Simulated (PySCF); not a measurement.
Static response to an electric field

Species: C6H10BP.
Structure used (PBE0-D3(BJ)/def2-SVP), in Å, numbered top down from 1:
```
atom  x, y, z in Å
B1     2.9252    0.6276    0.2721
P2     1.6851   -0.7707   -0.1540
C3    -0.0847   -0.3744   -0.0761
C4    -0.7867   -0.5215    1.1253
C5    -2.1241   -0.1398    1.2024
C6    -2.7656    0.3953    0.0864
C7    -2.0665    0.5516   -1.1096
C8    -0.7290    0.1717   -1.1918
H9     2.6381    0.9254    1.4221
H10    4.0243    0.1116    0.1370
H11    2.6662    1.4966   -0.5477
H12    1.8093   -1.3424   -1.4452
H13    1.7666   -1.9437    0.6377
H14   -0.2898   -0.9344    2.0073
H15   -2.6679   -0.2605    2.1421
H16   -3.8147    0.6934    0.1495
H17   -2.5648    0.9731   -1.9856
H18   -0.1861    0.3030   -2.1316
```

Level: PBE0/def2-SVPD (PySCF), static field, nuclei fixed, core orbitals frozen in the response. The polarisability tensor in these axes (au):

```
x   148.71  -6.38  -1.14
y    -6.38  87.63  -6.69
z    -1.14  -6.69 107.08
```

Give the principal values, the mean and the anisotropy Δα = √{½[(α1 − α2)² + (α2 − α3)² + (α1 − α3)²]}.

Principal values 84.90, 109.14 and 149.37 au; mean 114.47 au = 16.96 Å³ = 18.87 × 10⁻⁴⁰ C²·m²/J; Δα = 56.40 au (49 % of the mean).

What is the dipole moment, and where does it point?

(-4.10, -2.52, -0.81) D, 4.87 D in size, pointing from the negative to the positive side. Measured along this direction, the outermost atoms are H10 at the negative end and H16 at the positive end.

Find the Langevin capture rate constant for H3+ (3.023 u) meeting this molecule (124.061 u), k = 2.342 × 10⁻⁹ cm³/s × √(α in Å³ / reduced mass in u).

The reduced mass is 2.95 u, so k = 5.61 × 10⁻⁹ cm³/s. The formula leaves out the permanent dipole, which adds to the capture rate.

What are the principal values of the traceless quadrupole moment, Θ = ½Σq(3rr − r²1), about the centre of nuclear charge?

-21.80, 9.96, 11.84 D·Å. The values depend on the origin, since the dipole doesn't vanish. The electronic extent ⟨r²⟩ about the same centre is 1336 bohr², a root-mean-square distance of 2.38 Å for the 66 electrons.

Sum over states: ᾱ = Σ f/ω², ω in Eh. What share falls to these 10 lowest TDDFT singlets (eV, f)? 5.30, 0.0012; 5.77, 0.1815; 6.18, 0.0025; 6.23, 0.0083; 6.46, 0.0954; 6.50, 0.3107; 6.58, 0.0354; 6.60, 0.0180; 6.76, 0.0060; 7.01, 0.0167.

They add up to 12.68 au, 11.1 % of the 114.47 au; the largest single term is 5.45 au, from the state at 6.50 eV. Terms in order: 0.03, 4.04, 0.05, 0.16, 1.69, 5.45, 0.61, 0.31, 0.10, 0.25 au. Higher excitations give the rest. The strengths listed sum to 0.675.

What depolarisation ratio follows for Rayleigh scattering of linearly polarised light, taking the static tensor?

ρ = 3Δα²/(45ᾱ² + 4Δα²) = 9543.9/(589665 + 12725.2) = 0.0158.

Along which axes do the principal values lie, and how far do the nuclei extend along each?

Largest value along (0.99, -0.10, -0.01), where the nuclei span 7.86 Å; middle along (-0.02, -0.29, 0.96), 4.33 Å; least along (0.10, 0.95, 0.29), 3.08 Å. The response follows the extents in order.

Geometry: PBE0-D3(BJ)/def2-SVP, one conformer, isolated molecule.

The run behind these numbers computed excited states and ΔSCF ions as well. Hardware: one thread of an Arm Neoverse V1, shared host with 32 logical CPUs at a one-minute load of 11. Cost: 3.7 min (with the writing of density and orbital grids), 1.2 GiB resident at most.
